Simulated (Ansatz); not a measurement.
Nudged elastic band run: CH$_{5}$FO$_{2}$Zn

Input file:

```yaml
crystal:
  periodic: [false, false, false]
  atoms:
    - { symbol: Zn, position_ang: [-1.056839, -0.042391, 0.687188] }
    - { symbol: O, position_ang: [0.720766, 0.111939, 0.148772] }
    - { symbol: C, position_ang: [1.433351, -0.576223, -0.846027] }
    - { symbol: O, position_ang: [-2.625512, -0.696292, 1.222981] }
    - { symbol: H, position_ang: [0.316722, 1.467647, 0.223649] }
    - { symbol: F, position_ang: [-0.47557, 2.050419, 0.507941] }
    - { symbol: H, position_ang: [2.488471, -0.248461, -0.845994] }
    - { symbol: H, position_ang: [1.03034, -0.401751, -1.863907] }
    - { symbol: H, position_ang: [1.428815, -1.667045, -0.666247] }
    - { symbol: H, position_ang: [-3.260545, 0.002359, 1.431646] }
basis:
  gaussian: { orbitals: def2-SVP }
hamiltonian:
  xc: b3lyp
  dispersion: d4
neb:
  order_check: false
  images: 5
  f_tol: 0.05
  max_iterations: 60
  final_atoms:
    - { symbol: Zn, position_ang: [-1.24954888, 0.61341175, 0.76537785] }
    - { symbol: O, position_ang: [0.79228209, 0.21054505, 0.2765657] }
    - { symbol: C, position_ang: [1.32568162, -0.56539544, -0.78686738] }
    - { symbol: O, position_ang: [-2.29443531, -0.80136327, 1.09314031] }
    - { symbol: H, position_ang: [0.85463862, 1.17468967, 0.10194387] }
    - { symbol: F, position_ang: [-0.62558911, 2.28022194, 0.42816045] }
    - { symbol: H, position_ang: [2.42001534, -0.44391326, -0.85158795] }
    - { symbol: H, position_ang: [0.87717063, -0.29869554, -1.76036454] }
    - { symbol: H, position_ang: [1.10173208, -1.61990058, -0.57399107] }
    - { symbol: H, position_ang: [-3.20194807, -0.54939933, 1.30762476] }
  initial_path:
    images:
      - { positions_ang: [[-1.056839, -0.042391, 0.687188], [0.720766, 0.111939, 0.148772], [1.433351, -0.576223, -0.846027], [-2.625512, -0.696292, 1.222981], [0.316722, 1.467647, 0.223649], [-0.47557, 2.050419, 0.507941], [2.488471, -0.248461, -0.845994], [1.03034, -0.401751, -1.863907], [1.428815, -1.667045, -0.666247], [-3.260545, 0.002359, 1.431646]] }
      - { positions_ang: [[-1.1782276, -0.12010745, 0.62247922], [0.73170221, 0.01112856, 0.16848136], [1.48315817, -0.55091231, -0.85629912], [-2.67738288, -0.60353887, 1.32988184], [0.31106219, 1.31121836, 0.21494316], [-0.54095061, 1.93507407, 0.43666565], [2.50701684, -0.16536688, -0.80310774], [1.07476698, -0.32489814, -1.85365633], [1.53644762, -1.63765356, -0.74940136], [-3.24759392, 0.14525723, 1.49001532]] }
      - { positions_ang: [[-1.2996162, -0.19782391, 0.55777043], [0.74263843, -0.08968189, 0.18819072], [1.53296534, -0.52560162, -0.86657124], [-2.72925376, -0.51078574, 1.43678268], [0.30540238, 1.15478971, 0.20623732], [-0.60633121, 1.81972915, 0.36539029], [2.52556268, -0.08227275, -0.76022148], [1.11919397, -0.24804528, -1.84340565], [1.64408023, -1.60826212, -0.83255572], [-3.23464285, 0.28815546, 1.54838464]] }
      - { positions_ang: [[-1.42100481, -0.27554036, 0.49306165], [0.75357464, -0.19049233, 0.20790008], [1.58277251, -0.50029093, -0.87684336], [-2.78112464, -0.41803262, 1.54368353], [0.29974257, 0.99836107, 0.19753148], [-0.67171182, 1.70438422, 0.29411494], [2.54410852, 0.00082137, -0.71733521], [1.16362095, -0.17119242, -1.83315498], [1.75171285, -1.57887068, -0.91571008], [-3.22169177, 0.43105368, 1.60675396]] }
      - { positions_ang: [[-1.36385283, 0.02077701, 0.58383371], [0.76647712, -0.0568132, 0.23078862], [1.49707555, -0.52199243, -0.84685136], [-2.61889487, -0.5458095, 1.39350245], [0.48470792, 1.05713727, 0.16566894], [-0.65633758, 1.89633012, 0.33879677], [2.50274412, -0.14742351, -0.76208613], [1.06813751, -0.21369346, -1.8088915], [1.53505259, -1.59254731, -0.80180374], [-3.21511054, 0.10423601, 1.50704423]] }
      - { positions_ang: [[-1.30670086, 0.31709438, 0.67460578], [0.77937961, 0.07686592, 0.25367716], [1.41137858, -0.54369394, -0.81685937], [-2.45666509, -0.67358638, 1.24332138], [0.66967327, 1.11591347, 0.13380641], [-0.64096334, 2.08827603, 0.38347861], [2.46137973, -0.29566838, -0.80683704], [0.97265407, -0.2561945, -1.78462802], [1.31839233, -1.60622395, -0.68789741], [-3.20852931, -0.22258166, 1.40733449]] }
      - { positions_ang: [[-1.24954888, 0.61341175, 0.76537785], [0.79228209, 0.21054505, 0.2765657], [1.32568162, -0.56539544, -0.78686738], [-2.29443531, -0.80136327, 1.09314031], [0.85463862, 1.17468967, 0.10194387], [-0.62558911, 2.28022194, 0.42816045], [2.42001534, -0.44391326, -0.85158795], [0.87717063, -0.29869554, -1.76036454], [1.10173208, -1.61990058, -0.57399107], [-3.20194807, -0.54939933, 1.30762476]] }
```

Launched with:

```bash
$ ansatz run input.yaml --threads 2 --pin off --max-ram 3072MiB --backend cpu --events-out ev --progress --plain --runs-dir out
```

Output, in part (warnings, iteration lines, the closing report on the highest movable image, with atoms numbered from 0):

```
NEB end point (image 0): max|allowed force component| = 2.859e-2 eV/Å (the criterion of neb.relax_end_points is 1.000e-2)
NEB end point (image 6): max|allowed force component| = 1.043e-2 eV/Å (the criterion of neb.relax_end_points is 1.000e-2)
NEB iter   1: max|band force component| = 7.137e0 eV/Å  barrier→ = 1.0216 eV  barrier← = 1.4346 eV  Δτ_max = 0.1929 Å  (196 SCF iters)
NEB iter   2: max|band force component| = 3.128e0 eV/Å  barrier→ = 0.2269 eV  barrier← = 0.6398 eV  Δτ_max = 0.1119 Å  (151 SCF iters)
NEB iter   3: max|band force component| = 1.213e0 eV/Å  barrier→ = 0.1254 eV  barrier← = 0.5384 eV  Δτ_max = 0.2000 Å  (154 SCF iters)
NEB iter   4: max|band force component| = 7.586e-1 eV/Å  barrier→ = 0.0792 eV  barrier← = 0.4922 eV  Δτ_max = 0.1769 Å  (153 SCF iters)
NEB iter   5: max|band force component| = 1.664e0 eV/Å  barrier→ = 0.0571 eV  barrier← = 0.4701 eV  Δτ_max = 0.0878 Å  (151 SCF iters)
NEB iter   6: max|band force component| = 4.693e-1 eV/Å  barrier→ = 0.0148 eV  barrier← = 0.4278 eV  CI = image 1  Δτ_max = 0.1714 Å  (153 SCF iters)
NEB iter   7: max|band force component| = 5.339e-1 eV/Å  barrier→ = 0.0069 eV  barrier← = 0.4199 eV  CI = image 1  Δτ_max = 0.0861 Å  (149 SCF iters)
NEB iter   8: max|band force component| = 3.506e-1 eV/Å  barrier→ = 0.0058 eV  barrier← = 0.4188 eV  CI = image 1  Δτ_max = 0.1463 Å  (145 SCF iters)
NEB iter   9: max|band force component| = 1.779e-1 eV/Å  barrier→ = 0.0014 eV  barrier← = 0.4144 eV  CI = image 1  Δτ_max = 0.0386 Å  (144 SCF iters)
NEB iter  10: max|band force component| = 9.507e-2 eV/Å  barrier→ = 0.0019 eV  barrier← = 0.4149 eV  CI = image 1  Δτ_max = 0.0235 Å  (155 SCF iters)
NEB iter  11: max|band force component| = 4.472e-2 eV/Å  barrier→ = 0.0018 eV  barrier← = 0.4148 eV  CI = image 1  Δτ_max = 0.0000 Å  (304 SCF iters)
Total energy: -56338.54227436 eV, -2070.4032409471 hartree
Atom 0 at    -1.079096     0.020628     0.706727 Å, force     0.001329     0.015890     0.000277 eV/Å
Atom 1 at     0.736362     0.102843     0.187676 Å, force     0.003173     0.003771     0.010011 eV/Å
Atom 2 at     1.429429    -0.559237    -0.840873 Å, force     0.003637    -0.010380     0.009423 eV/Å
Atom 3 at    -2.632607    -0.690714     1.221439 Å, force    -0.003782    -0.001024     0.001135 eV/Å
Atom 4 at     0.373140     1.368795     0.210787 Å, force    -0.002509    -0.018068    -0.024978 eV/Å
Atom 5 at    -0.447586     2.016544     0.462762 Å, force    -0.006649     0.006840     0.015161 eV/Å
Atom 6 at     2.482206    -0.225744    -0.859511 Å, force    -0.002803     0.001189    -0.003096 eV/Å
Atom 7 at     0.997328    -0.368775    -1.843363 Å, force     0.000792     0.005269     0.003429 eV/Å
Atom 8 at     1.430911    -1.651233    -0.674717 Å, force     0.000231     0.000127    -0.007227 eV/Å
Atom 9 at    -3.290087    -0.012905     1.429074 Å, force     0.006582    -0.003615    -0.004135 eV/Å
Dipole moment:     0.187438    -0.028698    -0.236247 e Å
```

It converged. The top lies less than 8 meV above the higher end, about what the thresholds resolve: that end is a shoulder or a very shallow well. A vibrational analysis at the climbing image gives one clearly imaginary mode, 178i cm⁻¹: a first-order saddle point.

Final band (atoms are numbered from 1 in the order of the input):

```csv
image,path coordinate (Å),energy (kcal/mol),O2–H5 (Å)
0,0.00,0.0,1.42
1,0.17,0.0,1.32
2,0.47,-3.1,1.09
3,0.77,-7.7,1.00
4,1.08,-9.1,0.99
5,1.38,-9.4,0.98
6,1.68,-9.5,0.98
```

Time of the run: 3.2 min on 2 threads of Arm Neoverse V1, on a shared host, peak memory 0.27 GiB.
